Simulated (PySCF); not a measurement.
# How methods differ on the ionisation energy of N²⁺

N²⁺ [He] 2s2 2p1 (2P) → N³⁺ [He] 2s2 (1S), as a difference of total energies. Calculation: PySCF 2.14, in dyall-acv3z; the non-relativistic Hamiltonian (point nucleus). Correlated levels: valence and next inner shell: nothing frozen; virtual orbitals above 40 to 60 times the deepest correlated orbital energy dropped. The calculations carry no spin-orbit coupling.

```csv
method,ionisation energy (eV),plus first-order spin-orbit estimate,difference from reference of that sum (eV)
UHF,47.299,47.314,-0.131
MP2 (valence and next inner shell),47.526,47.540,+0.095
SCS-MP2 (valence and next inner shell),47.455,47.470,+0.025
CCSD (valence and next inner shell),47.299,47.314,-0.131
CCSD(T) (valence and next inner shell),47.322,47.336,-0.109
```

Reference: 47.445 eV (semi-empirical (NIST evaluation); NIST Atomic Spectra Database, ionization energies).

A first-order spin-orbit estimate (lowest level to lowest level, LS coupling) adds 0.014 eV.

Errors of the correlated levels include the incompleteness of this basis.

The coupled-cluster amplitudes are large for N³⁺ (T1 above 0.03 or a double amplitude above 0.15), so a single reference is strained.
